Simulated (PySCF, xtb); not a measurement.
F2HIOSi, SMILES O[Si](F)(F)I. The values are those of a single conformer.

Harmonic wavenumbers (cm⁻¹) from GFN2-xTB (xtb) at its own minimum, in rising order: 136, 149, 200, 216, 256, 272, 463, 752, 853, 911, 1027, 3646.

Question: What does PBE-D3(BJ)/def2-SVP in PySCF 2.14.0 give at its own minimum? (Estimate from the structure and the level; the computed values follow.)

Answer: 109, 171, 188, 229, 312, 316, 430, 746, 846, 934, 968, 3743. Paired by order, the mean absolute difference is 33 cm⁻¹ and the zero-point energies are 12.7 and 12.9 kcal/mol.
